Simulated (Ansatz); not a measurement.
Cost and result for the atomization energy of CH₅ClO₂Si₂ (`O=C[SiH2][SiH](O)Cl`) (11 atoms, 10 bonds).

```xyz
11

O     2.692   -0.836    0.764
C     1.943    0.106    0.778
Si    0.809    0.545   -0.720
Si   -1.258   -0.477   -0.323
O    -1.704    0.019    1.174
Cl   -2.623    0.134   -1.744
H     1.864    0.737    1.695
H     0.614    2.018   -0.783
H     1.422    0.025   -1.967
H    -1.233   -1.958   -0.418
H    -2.526   -0.312    1.543
```

The species carries charge 0 and has multiplicity 1. Geometry: relaxed with PBE0-D4/def2-TZVP. It is one conformer, not always the lowest. Program: Ansatz. All runs use 4 threads of an Arm Neoverse V2 on a shared host. Times are those of one run each, without the atoms' runs, and a repeat can differ threefold. Electronic energies, without spin–orbit coupling; frozen cores. CCSD(T)/CBS adds CCSD(T) − MP2 in def2-TZVPP to the MP2 limit, and its time is that of the two runs behind it. T1 = 0.014. B3LYP takes the VWN-RPA correlation (the form of Gaussian; ORCA's B3LYP/G).

CCSD(T)/CBS is a level of theory with its own doubt, some kJ/mol a heavy atom from the limit and from the frozen cores, so smaller differences don't rank the functionals.

```csv
level,functions,wall time,atomization (kJ/mol),difference from CCSD(T)/CBS,per bond
LDA (SPW92)/def2-TZVPP,289,1.6 s,4547.0,579.8,58.0
PBE-D4/def2-TZVPP (with forces),289,3 s,4030.5,63.3,6.3
BHLYP-D4/def2-TZVPP,289,4.5 s,3807.1,-160.1,-16.0
CAM-B3LYP-D4/def2-TZVPP,289,5.5 s,3957.1,-10.1,-1.0
B3LYP-D4/def2-TZVPP (with forces),289,7 s,3940.5,-26.7,-2.7
B2PLYP/def2-TZVPP,289,7.5 s,3900.3,-66.9,-6.7
PBE-QIDH/def2-TZVPP,289,8 s,3910.2,-57.0,-5.7
CCSD(T)/def2-SVP,121,8.5 s,3657.2,-310.0,-31.0
ωB97X-V/def2-TZVPP,289,10 s,3981.2,14.0,1.4
B97M-V/def2-TZVPP,289,11 s,3974.4,7.2,0.7
MP2/def2-QZVPP,531,28 s,4006.7,39.5,4.0
CCSD(T)/def2-TZVPP,289,5.4 min,3839.8,-127.4,-12.7
CCSD(T)/CBS(def2),–,5.8 min,3967.2,0.0,0.0
```

At CCSD(T), def2-SVP lies −309.9 kJ/mol from the extrapolated value and def2-TZVPP −127.3 kJ/mol: correlation converges slowly with the basis, and small sets miss more of it in the bonded molecule than in its fragments. From BLYP to BHLYP (50 % exact exchange), in def2-TZVPP and without D4, the atomization energy moves by −120.8 kJ/mol: exact exchange takes away binding that semilocal exchange gives to molecules. The D4 term adds +46.5 kJ/mol with B3LYP and +24.7 kJ/mol with PBE0; it sums over pairs of atoms, weighted by their polarisabilities, and B3LYP, whose exchange is more repulsive, gets the larger term.
